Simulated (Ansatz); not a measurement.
`[NH2][InH][Cl]` → Cl• + `[NH2][InH]`•  (homolysis of the Cl–In bond)

Isolated molecules relaxed with PBE0-D4/def2-TZVP in Ansatz; ΔE leaves out vibrations. CCSD(T)/CBS is the MP2 limit (def2-TZVPP, def2-QZVPP) plus CCSD(T) − MP2 in def2-TZVPP, frozen cores. This one scheme is used for every species, atoms too. DFT in def2-TZVPP. No spin–orbit coupling; open shells (•) take unrestricted orbitals. Spin–orbit coupling would lower the free atoms: a little for Cl. def2 core potentials past Kr. Bonds to In are less sure, by a few kJ/mol each and by 10 to 20 or more in all where they break to atoms, as the def2 sets lack core-valence functions. One conformer a species, not always the lowest.

| level | ΔE (eV) |
| --- | --- |
| B97M-V | 4.39 |
| ωB97X-V | 4.38 |
| B2PLYP | 4.15 |
| SCS-MP2/def2-TZVPP | 4.29 |

(1) What does CCSD(T)/CBS give? (Estimate.)

Largest T1 diagnostic among the species: 0.019.

Results:

(1) Computed: +4.39 eV. The listed levels differ from it by 0.00, -0.01, -0.24, -0.10 eV.

At CCSD(T), def2-SVP lies −0.47 eV from the extrapolated value and def2-TZVPP −0.21 eV: correlation converges slowly with the basis, and small sets miss more of it in the bonded molecule than in its fragments. From BLYP to BHLYP (50 % exact exchange), in def2-TZVPP and without D4, ΔE moves by +0.10 eV.

CCSD(T)/CBS has its own doubt, a few kJ/mol and more with outer-core shells, so smaller differences from it don't rank the levels.
